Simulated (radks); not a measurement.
Results of a calculation; reference values are marked as such.
How relativity changes the ionisation of neutral tungsten ([Xe] 4f14 5d4 6s2) to W+ ([Xe] 4f14 5d4 6s1). Spin-unpolarised spherical Kohn-Sham, BLYP, point nucleus unless stated (finite: rms radius 5.3658 fm), a radial shooting solver on a logarithmic mesh with Libxc functionals. A level marked "c x" has the speed of light scaled by that factor and shares open shells by 2j + 1; other Dirac levels either fill j = l - 1/2 first or share by 2j + 1.

level                               E(W) (hartree)  E(W+) (hartree)  IE (eV)   HOMO  <r> HOMO (bohr)
non-rel.                               -15291.9786      -15291.6992    7.602     6s            3.533
scalar-rel.                            -16143.4633      -16143.1393    8.815     5d            2.079
scalar-rel., finite nucleus            -16140.9357      -16140.6118    8.812     5d            2.079
Dirac, 2j+1 shares                     -16166.8348      -16166.5107    8.819  5d5/2            2.124
Dirac, low j first                     -16166.8981      -16166.5783    8.702  5d3/2            2.047
Dirac, 2j+1 shares, finite nucleus     -16164.2837      -16163.9597    8.816  5d5/2            2.123
Dirac, c x 1.5                         -15647.3269      -15647.0306    8.064  5d5/2            2.039
Dirac, c x 2                           -15486.2455      -15485.9570    7.849  6s1/2            3.453
Dirac, c x 3                           -15376.6476      -15376.3643    7.708  6s1/2            3.498

NIST Atomic Spectra Database: 7.864 eV (measured). The relativistic part of the total energy of W is -872.3 hartree (Dirac, 2j+1 shares, finite nucleus), 5.7 % of the non-relativistic value. Spin polarisation and multiplet splitting of open shells are left out at every level.

Beside tabulated values, note that relativity, absent from the non-relativistic runs, is large for the heavy elements, and spin-unpolarised runs miss the spin-polarisation part of the exchange energy of open shells.
